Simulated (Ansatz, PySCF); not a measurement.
Molecule: LiH, net charge -1, doublet state. 
Coordinates optimised at B3LYP-D3(BJ)/def2-TZVP (Ansatz, a program for electronic structure):
```xyz
2

Li     0.0000     0.0000    -0.4240
H      0.0000     0.0000     1.2720
```
Charge -1, spin multiplicity 2.

Total electronic energies in hartree. Correlated levels leave the core frozen unless marked. Open shells are spin-unrestricted. No spin-orbit coupling. No relativistic terms. CBS(X,Y): correlation extrapolated as X^-3; Hartree-Fock from the larger set.

```csv
level,program,energy (Eh)
HF/STO-3G,Ansatz,-7.78165
HF/def2-QZVPP,Ansatz,-7.99371
RI-HF/def2-TZVPPD,Ansatz,-7.98977
SVWN5/def2-TZVPD,Ansatz,-7.92663
PBE/def2-TZVPD,Ansatz,-8.05623
BLYP-D3(BJ)/def2-TZVPD,Ansatz + dftd3,-8.07716
BP86/def2-TZVPD,PySCF,-8.08570
r2SCAN/def2-TZVPD,Ansatz,-8.07492
B97M-V/def2-TZVPD,Ansatz,-8.10524
PBE0/6-31G*,Ansatz,-8.05060
PBE0-D3(BJ)/def2-TZVPD,Ansatz + dftd3,-8.06170
BHLYP/def2-TZVPD,Ansatz,-8.07729
CAM-B3LYP-D3(BJ)/def2-TZVPD,Ansatz + dftd3,-8.07147
CAM-B3LYP/def2-TZVPD,Ansatz,-8.07130
LC-wPBE-D4/def2-TZVPD,Ansatz + dftd4,-8.07721
wB97X-V/def2-TZVPD,Ansatz,-8.07539
B2GP-PLYP-D3(BJ)/def2-TZVPD,Ansatz + dftd3,-8.05565
B2PLYP-D4/def2-TZVPD,Ansatz + dftd4,-8.06301
MP2/STO-3G,Ansatz,-7.79484
"RI-MP2/CBS(def2-TZVPPD,def2-QZVPPD)",Ansatz,-8.0248
SCS-MP2/def2-QZVPPD,Ansatz,-8.02910
CCSD(T)/6-31G,Ansatz,-7.99465
"CCSD(T)/CBS(def2-TZVPPD,def2-QZVPPD)",Ansatz,-8.0332
```

Totals of different functionals don't rank their quality; only differences between species are comparable.
